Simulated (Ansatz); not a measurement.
```yaml
crystal:
  periodic: [false, false, false]
  atoms:
    - {symbol: N, position_ang: [-1.816395, -0.871998, 1.072596]}
    - {symbol: C, position_ang: [-0.892449, -0.708922, 0.337085]}
    - {symbol: S, position_ang: [1.861467, -1.370722, -0.105880]}
    - {symbol: B, position_ang: [0.242157, -0.557738, -0.595215]}
    - {symbol: In, position_ang: [0.412554, 1.723566, -0.154981]}
    - {symbol: H, position_ang: [-2.223099, -0.232129, 1.740632]}
    - {symbol: H, position_ang: [1.537028, -2.630271, -0.445510]}
    - {symbol: H, position_ang: [-0.097492, -0.436414, -1.749220]}
    - {symbol: H, position_ang: [-0.910323, 2.610085, 0.535718]}
    - {symbol: H, position_ang: [1.886532, 2.474544, -0.635226]}
basis:
  gaussian: {orbitals: def2-TZVPP}
hamiltonian: {xc: {name: HSE06}}
smearing: {width: 0.1}
output: {forces: true}
```

```sh
$ ansatz run in.yaml --threads 4 --pin off --events-out ev --progress --plain --max-ram 10444MiB
```

Shortened log:

```
Error: YAML parse error: error: line 17 column 1: unknown field `smearing`, expected one of crystal, accuracy, basis, kpoints, hamiltonian, magnetization, projection, total_charge, correlation, batch, efield, external_charges, scf, relax, neb, saddle, md, ramp, phonons, dielectric, real_time, elastic, magnetic_configurations, gw, evaluate, workflow, output, checkpoint, execution
15 |   gaussian: {orbitals: def2-TZVPP}
16 | hamiltonian: {xc: {name: HSE06}}
17 | smearing: {width: 0.1}
18 | output: {forces: true}
```

In this input the input holds a key that doesn't belong there. The program refused the input.
